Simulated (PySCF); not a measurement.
# Solvent effects on NMR parameters

Numbering as in the mapped SMILES `[O:1]=[CH:2][O:3][CH2:4][C:5](=[O:6])[O-:7]`. Each H is labelled by its parent atom.

GIAO PBE0/pcSseg-1 in PySCF 2.14.0 with density-fitted response routines on one PBE0-D3(BJ)/def2-SVP conformer, non-relativistic, equivalent nuclei averaged. Solvents enter as an IEF-PCM continuum (tetrahydrofuran with ε = 7.4, water with ε = 78.4) around the gas-phase geometry. Shifts are referred to TMS computed in the same medium.

In tetrahydrofuran, δ in ppm: C5 170.2, C2 169.3, C4 67.9, H(C2) 8.14, H(C4) 4.16. Dipole moment 7.17 D.

**Question.** How does each δ change in the more polar medium?

**Answer.** 
```json
{"atoms": "C5", "environment": "carboxylate carbon", "Δδ, water": "+1.4"}
{"atoms": "C2", "environment": "ester carbonyl carbon", "Δδ, water": "+1.1"}
{"atoms": "C4", "environment": "sp3 CH2 bonded to O, α to a carbonyl", "Δδ, water": "+0.2"}
{"atoms": "H(C2)", "environment": "hydrogen on an ester carbonyl carbon", "Δδ, water": "+0.05"}
{"atoms": "H(C4)", "environment": "hydrogen on an sp3 CH2 bonded to O, α to a carbonyl", "Δδ, water": "+0.08"}
```

Changes are relative to tetrahydrofuran. The dipole moment becomes 7.42 D in water.

**Question.** Which nuclei move most (in ppm), and what does the model miss?

**Answer.** C5 (carboxylate carbon, +1.4 ppm) in water. A continuum only polarises the solute; specific hydrogen bonds, the anisotropy of aromatic solvents and changes of geometry or conformer are outside it, as are counter-ions.
